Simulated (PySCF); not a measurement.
# [Pb(H2O)3]2+ at several levels of theory

Computed with PySCF 2.14.0 (density fitting, no spin-orbit coupling) at the geometry relaxed with PBE0:

```xyz
10
[Pb(H2O)3]2+ (singlet)
Pb    0.0000    0.0000    0.0000
O     2.4628    0.0000    0.0000
H     3.0553    0.6475    0.4211
H     3.0553   -0.6474   -0.4211
O    -1.2314    2.1329    0.0000
H    -2.0884    2.3222    0.4211
H    -0.9670    2.9697   -0.4211
O    -1.2314   -2.1329    0.0000
H    -0.9669   -2.9697    0.4211
H    -2.0883   -2.3223   -0.4211
```

```
level                                              basis    state  HOMO (eV)  gap (eV)  charge on Pb1 (e)  dipole about the centre of mass (D)  largest force component (eV/Å)
 PBE0     Pb def2-SVP with ECP60, O def2-SVP, H def2-SVP  singlet     -18.94      6.69               1.38                                 0.00                            0.00
B3LYP                                           the same  singlet     -18.61      6.05               1.35                                 0.00                            0.15
 PBE0  Pb def2-TZVP with ECP60, O def2-TZVP, H def2-TZVP  singlet     -19.16      6.83               1.52                                 0.00                            0.26
```

Charges are Mulliken's, which hang on the basis. The relaxation used the grid (50, 194), these runs (75, 302) or, all-electron (x2c bases, spin-free X2C Hamiltonian), (99, 590).

Problem. What does BP86 with Pb def2-SVP with ECP60, O def2-SVP, H def2-SVP give here?

Solution. state singlet, HOMO (eV) -17.17, gap (eV) 4.10, charge on Pb1 (e) 1.27, dipole about the centre of mass (D) 0.00, largest force component (eV/Å) 0.62. Time: 4.9 s on 2 threads of Arm Neoverse V1 (shared host), from an already converged density.

In the first row's basis the gap widens with exact exchange: 4.1 eV for BP86 (none); 6.1 to 6.7 eV for B3LYP, PBE0 (a fixed share).

A frequency check found unstable modes (3, the lowest at -57 cm⁻¹), so the relaxed geometry is probably a saddle point.
